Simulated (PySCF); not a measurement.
Job for PySCF: R-HF/STO-3G on FGeI (SMILES [F][Ge][I]), a point of a bond scan (R = 1.587 Å).

```python
from pyscf import gto, scf, dft, mp
from pyscf.data.elements import chemcore

mol = gto.M(
    atom='''
    Ge    0.58880677    0.82647042    1.02097454
    F     1.01653144    1.94471445   -0.02097273
    I    -0.53619480   -0.85033448   -0.59321667
    ''',
    basis='sto-3g',
    charge=0, spin=0, verbose=3, max_memory=1800)
mf = scf.RHF(mol)
mf.conv_tol = 1e-8
mf.max_cycle = 100
mf.kernel()
if not mf.converged:
    mf = mf.newton().run(mf.mo_coeff, mf.mo_occ)
```

Output:

```
converged SCF energy = -9000.52091134402
```

The run converged.

Cost: about 1.0 core-seconds (a rough figure).
